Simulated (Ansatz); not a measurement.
Abridged output of a molecular run in Ansatz:

```
Functional definition: HF
1939 factors; integrals over basis functions are off by at most 1.4e-3 eV
mean field evaluation 1: about -62297.1336 eV, gradient 4.6e1 eV
mean field evaluation 2: about -62297.3126 eV, gradient 4.6e1 eV
mean field evaluation 4: about -62302.3961 eV, gradient 5.2e0 eV
mean field evaluation 8: about -62302.4736 eV, gradient 8.5e-2 eV
mean field evaluation 16: about -62302.2781 eV, gradient 1.3e0 eV
mean field -62302.47365748 eV, -2289.5736767791 hartree, gradient 9.8e-6 eV, S^2 0.000000; 0 other end points of the search recorded, 0 dependent functions left out
16 core orbitals not correlated: weight in the atoms' cores, before any rotation towards them, 1.000 or more for the frozen orbitals, at most 0.000 for the correlated occupied ones
reference -62302.47365748 eV, -2289.5736767791 hartree; 29, 29 occupied and 145, 145 virtual orbitals, 1939 factors
second order -35.74292731 eV of doubles, -0.00000000 eV of singles
cycle   1  -36.26625979 eV  change   -5.2e-1 eV  update   1.4e-1
cycle   2  -37.25302198 eV  change   -9.9e-1 eV  update   4.1e-2
cycle   3  -37.48498945 eV  change   -2.3e-1 eV  update   2.3e-2
cycle   4  -37.47519812 eV  change    9.8e-3 eV  update   5.8e-3
cycle   5  -37.47214543 eV  change    3.1e-3 eV  update   2.6e-3
cycle   6  -37.47219739 eV  change   -5.2e-5 eV  update   9.3e-4
cycle   7  -37.47156209 eV  change    6.4e-4 eV  update   2.9e-4
cycle   8  -37.47148565 eV  change    7.6e-5 eV  update   1.1e-4
cycle   9  -37.47149826 eV  change   -1.3e-5 eV  update   3.6e-5
perturbative correction -1.07942239 eV, -0.0396680412 hartree
Total energy: -62341.02457814 eV, -2290.9903969824 hartree
```

Its atoms:

```xyz
20

C    -0.4383    2.1473   -0.8854
N    -1.1030    1.2433    0.0139
C    -2.3513    1.7565    0.5235
Ga   -0.5080   -0.3850    0.5178
F    -1.5973   -1.2105    1.6347
N     0.9677   -1.3459    0.1198
C     2.0364   -0.9365   -0.7508
C     1.1645   -2.6556    0.6919
H     0.4982    1.7275   -1.2557
H    -0.2008    3.1030   -0.3953
H    -1.0644    2.3782   -1.7599
H    -3.0595    1.9665   -0.2911
H    -2.8176    1.0372    1.1982
H    -2.2022    2.6947    1.0775
H     2.1555   -1.6294   -1.5968
H     2.9993   -0.9046   -0.2199
H     1.8579    0.0573   -1.1643
H     2.0880   -2.6973    1.2876
H     0.3310   -2.9213    1.3436
H     1.2439   -3.4256   -0.0892
```

Q: Which basis set was used?
A. def2-SVP
B. cc-pV(T+d)Z
C. cc-pV(Q+d)Z
D. def2-TZVPPD

A: A. It gives 190 functions.

Q: Write the keys of the input that set method, charge and spin (a neutral closed shell needs none for the last two).

A: 
```yaml
correlation: {method: ccsd_t}
```
